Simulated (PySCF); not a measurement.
How methods differ on the excitation energy of Ga

Ga [Ar] 3d10 4s2 4p1 (2P) → Ga [Ar] 3d10 4s1 4p2 (4P), as a difference of total energies. Calculation: PySCF 2.14, in aug-cc-pVDZ-PP with ECP10MDF (5s4p3d, 32 functions); scalar relativity through the core potential. Correlated levels: valence: 3s2 3p6 3d10 frozen. The calculations carry no spin-orbit coupling.

```json
{"method": "UHF", "excitation energy (eV)": "3.333"}
{"method": "MP2 (valence)", "excitation energy (eV)": "3.937"}
{"method": "SCS-MP2 (valence)", "excitation energy (eV)": "4.163"}
{"method": "CCSD (valence)", "excitation energy (eV)": "4.228"}
{"method": "CCSD(T) (valence)", "excitation energy (eV)": "4.241"}
{"method": "CCSDT (valence)", "excitation energy (eV)": "4.248"}
{"method": "FCI (valence)", "excitation energy (eV)": "4.248"}
```

How much does correlation contribute at CCSD(T) (valence)?

4.241 − (3.333) = 0.908 eV, measured against UHF.
